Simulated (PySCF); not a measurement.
# Which orbitals make which state

Species: C6H6O3.
InChI=1S/C6H6O3/c1-8-5-2-3-6(7)9-4-5/h2-4H,1H3

Method used: TDDFT B3LYP/def2-SVPD, vertical, gas phase, core orbitals frozen in the response (PySCF). Isolated species at its PBE0-D3(BJ)/def2-SVP geometry (one conformer only). Torsions of this conformer, `[CH3:1][O:2][c:3]1[cH:4][cH:5][c:6](=[O:7])[o:8][cH:9]1`: C1–O2–C3–C4 -179°.

Orbital energies (eV): HOMO-3 -9.67, HOMO-2 -8.57, HOMO-1 -7.82, HOMO -6.45, LUMO -2.05, LUMO+1 -0.02, LUMO+2 0.10.

Question: Among the lowest singlets, which states do these configurations lead, and at what energies: HOMO→LUMO, HOMO-1→LUMO, HOMO→LUMO+2?

Answer: 

```csv
state,leading configuration,weight,Δε (eV),E (eV),E − Δε (eV),f,other configurations
S1,HOMO→LUMO,0.97,4.40,4.03,-0.37,0.089,–
S2,HOMO-1→LUMO,0.98,5.77,4.54,-1.23,0.0000,–
S4,HOMO→LUMO+2,0.92,6.55,5.73,-0.81,0.0093,–
```

E − Δε runs from -1.23 to -0.37 eV. Among themselves, these states come in the order of their orbital differences. Δε is the difference of the two orbital energies.

H and L stand for HOMO and LUMO. The other states: S3 5.72 eV, f 0.010, H→L+1 (48%), H-2→L (45%); S5 6.30 eV, f 0.0059, H→L+3 (52%), H-1→L+1 (20%), H-3→L (16%); S6 6.31 eV, f 0.0002, H-1→L+1 (39%), H→L+3 (32%), H-3→L (21%).

Summed over the main configurations (up to three a state, each over 8%) of all 6 singlets, the electron leaves HOMO with weight 3.21, HOMO-1 with weight 1.56, HOMO-2 with weight 0.45 and HOMO-3 with weight 0.37.

The run took 2.3 min of wall time (grids of density and orbitals included) on Intel Xeon at 2.50 GHz, one thread, no GPU (shared host), and the process peaked at 1.1 GiB of memory.
